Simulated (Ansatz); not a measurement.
Pb₂Se₃, relaxed as a singlet with RKS PBE-D4/def2-SVP in Ansatz, starting from the GFN1-xTB geometry. Force threshold 0.02 eV/Å.

In the def2 sets Pb takes a core potential; there is no spin–orbit coupling. Another isomer (singlet) lies 1.58 eV lower at PBE0-D4/def2-TZVP; other spin states weren't run for this one.

Start:

```csv
atom,x (Å),y (Å),z (Å)
Pb1,-0.1657,-0.3487,-0.8737
Pb2,0.4355,0.9664,2.4460
Se3,-0.2501,-0.9030,-3.2163
Se4,-1.4585,1.3530,0.6050
Se5,1.4388,-1.0677,1.0390
```

(1) Estimate the energy that the relaxation releases and the steps that it takes.

(2) Does the start keep its bonding and symmetry?

(3) Predict the relaxed structure.

Results:

(1) 0.11 eV, in 11 steps; 18 s on 4 threads of Arm Neoverse V1 on a shared host. The force fell under the threshold at step 6, but the optimiser went on. No frequencies were taken in this run, so the end may be a saddle point.

(2) By distances, no bond broke or formed. The bond that changes most is Pb1–Se5, from 2.60 to 2.67 Å (atoms count from 1). Point group Cs at the start, C2v at the end, both within 0.05 Å.

(3) 
```xyz
5

Pb   -0.101   -0.288   -0.909
Pb    0.284    0.811    2.567
Se   -0.356   -1.022   -3.241
Se   -1.424    1.510    0.561
Se    1.597   -1.012    1.023
```
Bond lengths (bridged metal pairs left out): 5 × Pb–Se 2.46 to 2.73 Å.
